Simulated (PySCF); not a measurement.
**[Yb(H2O)2]3+: from a saddle point downhill**

PySCF 2.14.0, RKS BP86, Yb lcecp-1-SVP with ECP59, O def2-SVP, H def2-SVP; non-relativistic Hamiltonian with scalar-relativistic core potentials where named; density fitting; no spin-orbit coupling. Relaxed within the symmetry of its start, the geometry (D2d) is

```xyz
7

Yb    0.0000    0.0000    0.0000
O     0.0000    0.0000    2.1990
H     0.5531    0.5531    2.8345
H    -0.5531   -0.5531    2.8345
O     0.0000    0.0000   -2.1990
H     0.5531   -0.5531   -2.8345
H    -0.5531    0.5531   -2.8345
```

and its lowest harmonic modes are -66, -66, 171, 430, 431, 648 cm⁻¹ (negative: unstable). It was moved along the lowest mode and relaxed again.

Problem. Where does it end, and how much lower?

Solution. In C1, 0.199 eV lower, after 30 steps:
```xyz
7

Yb    1.0340   -0.1315    0.0058
O    -0.1647    0.0692    1.7957
H     0.1017    0.4730    2.6818
H    -1.1078   -0.2399    1.9718
O    -0.1597   -0.0458   -1.7970
H     0.1122   -0.3020   -2.7351
H    -1.1100    0.2665   -1.9230
```

Problem. How do the contacts change?

Solution. 
| contact | saddle (Å) | end (Å) |
| --- | --- | --- |
| Yb1–O2 (H2O) | 2.199 | 2.164 |
| Yb1–O5 (H2O) | 2.199 | 2.164 |


Problem. Is the end a minimum?

Solution. Yes; lowest modes 33, 70, 119, 446, 449, 645 cm⁻¹.

An lcecp potential fixes the number of 4f electrons, so in runs with it no electron can move into or out of that shell.

State: singlet in the valence, with the 4f electrons in the core potential.
